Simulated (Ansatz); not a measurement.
Geometry optimisation, RHF/def2-SVP in Ansatz.

The input (input.yaml):

```yaml
crystal:
  periodic: [false, false, false]
  atoms:
    - { symbol: "N", position_ang: [-0.0839, -2.2794, -1.4322] }
    - { symbol: C, position_ang: [1.0349, -2.0616, -0.9216] }
    - { symbol: O, position_ang: [1.16, -1.5613, 0.3637] }
    - { symbol: Si, position_ang: [-0.0656, -1.0906, 1.4072] }
    - { symbol: Al, position_ang: [-1.279, 0.7368, 0.4605] }
    - { symbol: Sn, position_ang: [0.0399, 2.987, -0.0343] }
    - { symbol: H, position_ang: [-0.2049, -2.604, -2.4107] }
    - { symbol: H, position_ang: [1.9618, -2.2843, -1.5019] }
    - { symbol: H, position_ang: [-1.0585, -2.2185, 1.6091] }
    - { symbol: H, position_ang: [0.3862, -0.7111, 2.7519] }
    - { symbol: H, position_ang: [-2.8463, 0.6346, 0.154] }
    - { symbol: H, position_ang: [1.354, 2.634, -1.143] }
    - { symbol: H, position_ang: [-1.0984, 4.1768, -0.7471] }
    - { symbol: H, position_ang: [0.6869, 3.6124, 1.4732] }
basis:
  gaussian: { orbitals: def2-SVP }
hamiltonian:
  xc: hf
relax:
  f_tol: 0.015
  max_steps: 40
```

Run as:

```bash
$ ansatz run input.yaml --threads 2 --pin off --max-ram 3072MiB --backend cpu --events-out ev --progress --plain --runs-dir out
```

Task: Where does it end, and by what steps?

Result: It converged. After 18 steps the energy has fallen by 1.998 eV; H7 moved furthest, 1.72 Å. Joined: N1–Al5.

```tsv
step	energy less start (eV)	largest force component (eV/Å)	accepted
0	0.0000	2.553	yes
1	-0.5557	1.463	yes
2	-0.7021	0.669	yes
3	-0.7799	0.612	yes
4	-0.8823	0.956	yes
5	-1.0386	0.860	yes
6	-1.2781	0.853	yes
7	-1.5800	0.868	yes
8	-1.8061	0.686	yes
9	-1.8501	0.939	yes
10	-1.9481	0.484	yes
11	-1.9496	0.423	yes
12	-1.9543	0.475	yes
13	-1.9861	0.305	yes
14	-1.9963	0.161	yes
15	-1.9976	0.071	yes
16	-1.9978	0.034	yes
17	-1.9978	0.027	yes
18	-1.9979	0.009	yes
```

```xyz
14
Properties=species:S:1:pos:R:3
N 0.021 -0.989 -1.235
C 0.716 -1.948 -0.745
O 0.783 -2.215 0.495
Si -0.117 -1.256 1.720
Al -1.060 0.229 -0.055
Sn -0.015 2.727 -0.249
H 0.077 -0.913 -2.234
H 1.300 -2.601 -1.391
H -0.895 -2.302 2.425
H 0.964 -0.841 2.645
H -2.592 0.031 -0.432
H 1.384 2.772 -1.263
H -1.088 3.900 -0.910
H 0.508 3.378 1.258
```

Whether the end is a true minimum wasn't checked by a vibrational analysis.

Time of the run: 87 s on 2 threads of Arm Neoverse V1 (shared host), peak memory 0.43 GiB.
